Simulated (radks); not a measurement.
Problem. Numerical settings for neutral hydrogen, 1s1. All-electron calculation, scalar-relativistic Kohn-Sham, PBE, spin-polarised, spherical densities, finite nucleus; open shells are filled with parallel spins first; Gaussian nuclear charge, rms radius 0.8783 fm. Program: a radial shooting solver on a logarithmic mesh with Libxc functionals. The defaults (mesh step 0.008 in ln r, mesh end at 40 bohr or more with all orbitals vanishing there, Anderson mixing 0.5 over 9 steps, residual threshold near 1e-9 with the energy settled to 1e-9 hartree or 1e-11 of itself, here a cap of 74 iterations) give E = -0.5000 hartree and 1s at -7.595 eV in 21 iterations. Run on one thread of a shared host, so times are rough (Arm Neoverse V2): 0.04 s of CPU time, 0.04 s wall, 21 iterations on 2189 mesh points. One setting is changed at a time: mesh step in ln r 0.2; mesh step in ln r 0.05; mesh step in ln r 0.003; mesh end (bohr) 2; mesh end (bohr) 400; residual threshold 1e-05; residual threshold 0.01; mixing 1.5; linear mixing, mixing 0.2; linear mixing, mixing 0.8; mixing history 2; iteration cap 5. Which runs fail to converge, and which converge to a wrong energy?

Solution. Not converged within the cap: mesh step in ln r 0.003; mixing 1.5; linear mixing, mixing 0.2; linear mixing, mixing 0.8; mixing history 2; iteration cap 5. Settled on a wrong energy, with an occupied level pushed above zero by the early mesh end: mesh end (bohr) 2 (+0.388 hartree). Apart from these: no run marked as converged misses the energy by more than 1 mhartree.
